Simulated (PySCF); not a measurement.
Cl2H5NSi2, SMILES N[SiH2][SiH](Cl)Cl.

Geometry optimised at B3LYP-D3(BJ)/def2-SVP. This is a generated structure with no PubChem entry under its InChIKey; it may be hypothetical. The values are those of a single conformer.

Two levels are set side by side: PBE/def2-TZVP (PySCF) and PBE0/def2-TZVP (PySCF). Same geometry, gas phase. Differences are taken from unrounded values.

```csv
quantity,PBE
orbital gap (eV),4.47
highest occupied level (eV),-6.11
lowest empty level (eV),-1.64
dipole moment (D),1.01
mean polarisability (bohr³),88.1
```

Question: These are the PBE values. What does PBE0 give? (The exact figures need the calculation; the answer reports its results.)

Answer: 
```csv
quantity,PBE0,PBE minus PBE0
orbital gap (eV),6.56,-2.09
highest occupied level (eV),-7.37,1.26
lowest empty level (eV),-0.81,-0.83
dipole moment (D),1.01,0.00
mean polarisability (bohr³),84.7,3.5
```

PBE's occupied levels lie high since its potential decays too fast outside the molecule; exact exchange lowers them and widens the gap. PBE's more diffuse valence density responds more strongly to a field. Differences between two approximate levels are no errors against the true value.

Rough cost on one machine, each run with all the roots and properties that it gave: PBE0 against PBE within a factor of 2.
